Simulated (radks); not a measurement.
Values are calculated unless marked as measured or tabulated.
Q: O IV, configuration [He] 2s1 2p2 (not the ground configuration). Level of theory: non-relativistic Kohn-Sham, LDA (Slater exchange, Perdew-Wang correlation), spin-polarised, spherical densities, point nucleus; open shells are filled with parallel spins first (a radial shooting solver on a logarithmic mesh with Libxc functionals). Some entries of the table are withheld. Estimate them.

| orbital | occ. | eigenvalue (eV) | <1/r> (bohr^-1) | r(max) (bohr) |
|---|---|---|---|---|
| 1s up | 1 | -581.2640 | 7.586 | 0.1299 |
| 1s down | 1 | -577.6413 | 7.609 | 0.1298 |
| 2s up | 1 | -81.1788 | 1.495 | 0.8086 |
| 2s down | 0 | -69.5576 | 1.433 | 0.8220 |
| 2p up | 2 | -67.1031 | 1.409 | 0.7003 |
| 2p down | 0 | -55.5944 | 1.360 | 0.7072 |
| 3s up | 0 | -24.6155 | 0.5457 | 2.404 |
| 3s down | 0 | -22.5999 | 0.5074 | 2.588 |
| 3p up | 0 | (1) | 0.5104 | 2.482 |
| 3p down | 0 | (2) | 0.4743 | 2.717 |

A: 
(1) 3p up eigenvalue (eV): -21.1122
(2) 3p down eigenvalue (eV): -19.2785
